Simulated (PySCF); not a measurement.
A geometry optimisation on `C[Si](C)(C)[O][AlH3-]`.

Computed with PBE0-D3(BJ)/def2-SVP geometry optimisation, gas phase (PySCF 2.14.0). Start geometry: GFN2-xTB. The input is one job of a driver script: a line of settings, then coordinates in Å.

Input:
```
{"job": {"xc": "PBE0", "basis": "def2-SVP", "d3": "d3bj", "grid": 1, "kind": "geom"}, "charge": -1, "multiplicity": 1}
C     -0.435405    -1.351571     1.518030
Si    -0.346610    -0.053017     0.110704
C     -1.459753    -0.686350    -1.315793
C     -1.146652     1.557464     0.776105
O      1.149904     0.186527    -0.369229
Al     2.801993     0.444421    -0.904164
H     -1.454786    -1.535714     1.848527
H      0.139576    -1.021848     2.377985
H     -0.013359    -2.296738     1.190652
H     -1.065680    -1.610768    -1.726691
H     -2.479470    -0.873958    -0.988229
H     -1.496751     0.036943    -2.124789
H     -1.158187     2.324464     0.007598
H     -2.170272     1.402897     1.109180
H     -0.577770     1.948391     1.614230
H      2.715602     1.341402    -2.239337
H      3.425635    -1.012800    -1.190326
H      3.563228     1.206572     0.293891
```

Output:
```
step   0  E = -728.07411834  max force = 0.017493
step   1  E = -728.07801178  max force = 0.006587
step   2  E = -728.07831905  max force = 0.002517
step   3  E = -728.07834785  max force = 0.000707
step   4  E = -728.07835254  max force = 0.000133
optimisation converged
```

Energies in Eh; «max force» is the largest Cartesian gradient component in Eh/bohr.

Give the first gradient maximum in eV/Å.

With 1 Eh/bohr = 51.422 eV/Å, 0.900 eV/Å.

How much energy does the optimisation release, in kJ/mol?

E(step 0) − E(last step) = 0.004234 Eh, which is 11.1 kJ/mol.

Summary of the converged run: final energy -728.07835 Eh after 4 steps.

Give the final coordinates.

0.064 Å rms from the input after alignment:
```
atom  x, y, z in Å
C1    -0.1450   -1.3390    1.5097
Si2   -0.0656    0.0263    0.1986
C3    -1.1954   -0.5030   -1.2277
C4    -0.8280    1.5821    0.9654
O5     1.4407    0.2862   -0.2993
Al6    3.1240    0.5561   -0.8516
H7    -1.1787   -1.5409    1.8383
H8     0.4482   -1.0553    2.3943
H9     0.2808   -2.2748    1.1127
H10   -0.8241   -1.4353   -1.6836
H11   -2.2340   -0.6714   -0.8956
H12   -1.2048    0.2684   -2.0147
H13   -0.8526    2.3994    0.2262
H14   -1.8577    1.4089    1.3219
H15   -0.2200    1.9263    1.8176
H16    3.0927    1.4640   -2.2223
H17    3.8236   -0.9012   -1.1540
H18    3.9486    1.3447    0.3324
```

How long does this job take on one thread of an x86-64 server, on a shared host?

About 62 s.
Labels such as C1 count atoms from 1, the log's own numbers from 0.
